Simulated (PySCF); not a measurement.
SMILES Cl[SiH]Cl, doublet (B3LYP/def2-SVP optimised geometry):

```
4

Cl    -1.067     0.990     0.000
Si    -0.431    -0.990     0.000
Cl    -1.067    -1.960    -1.725
H      1.067    -0.990     0.000
```

Computed with unrestricted B3LYP/def2-TZVP (PySCF 2.14.0).

Q: What are the frontier orbital energies (α orbitals alone; a β orbital can be the lowest empty one) and the dipole moment?

A: HOMO-2 -9.42 eV, HOMO-1 -9.19 eV, HOMO -6.59 eV, LUMO -0.49 eV, LUMO+1 -0.27 eV; dipole moment 1.15 D.

On the same geometry unrestricted PBE/def2-TZVP (PySCF) gives HOMO-2 -8.31 eV, HOMO-1 -8.10 eV, HOMO -5.67 eV, LUMO -1.24 eV, LUMO+1 -1.00 eV; dipole moment 1.00 D.

Meta-Löwdin charges at B3LYP/def2-TZVP: Cl1 -0.26, Si2 0.59, Cl3 -0.26, H4 -0.07.
